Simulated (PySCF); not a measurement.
SbF2, SMILES [Sb]([F])[F], multiplicity 2. Atoms are numbered in the order given.

```xyz
3

Sb     0.0000     0.0000     0.3375
F      0.0000    -1.4197    -0.9562
F      0.0000     1.4197    -0.9562
```
Charge 0, spin multiplicity 2.

Geometry: B3LYP-D3(BJ)/def2-TZVP. The multiplicity is an assumed one; other spin states were not compared. The isomer is the one that the SMILES or the coordinates give; other isomers of the formula were not compared. The def2 effective core potentials stand for the cores of Sb; spin–orbit coupling is left out.

These are TDA-M06-2X/def2-SVPD (PySCF) values and carry that method's errors.

Vertical excitations. 

Computed excitation energies, oscillator strengths and character:
```csv
state,energy (eV),λ (nm),f,main pairs
root 1,2.72,456,0.000,α HOMO→LUMO 99 %
root 2,3.51,353,0.005,α HOMO→LUMO+1 96 %
root 3,5.37,231,0.059,β HOMO→LUMO 93 %
root 4,5.86,212,0.002,"α HOMO−1→LUMO 33 %, β HOMO→LUMO+1 58 %"
root 5,5.98,207,0.111,α HOMO→LUMO+2 97 %
root 6,7.01,177,0.001,"α HOMO−1→LUMO+1 41 %, β HOMO→LUMO+2 40 %, β HOMO→LUMO+3 7 %"
root 7,7.34,169,0.000,β HOMO−1→LUMO 98 %
root 8,7.47,166,0.011,"α HOMO−1→LUMO 13 %, β HOMO−2→LUMO 72 %"
root 9,7.81,159,0.007,"α HOMO→LUMO+6 48 %, α HOMO−1→LUMO 24 %, β HOMO−2→LUMO 17 %, β HOMO→LUMO+1 5 %"
root 10,7.88,157,0.010,"α HOMO→LUMO+5 68 %, α HOMO−1→LUMO+1 14 %, β HOMO−3→LUMO 9 %"
```
Unrestricted roots are not spin-pure.
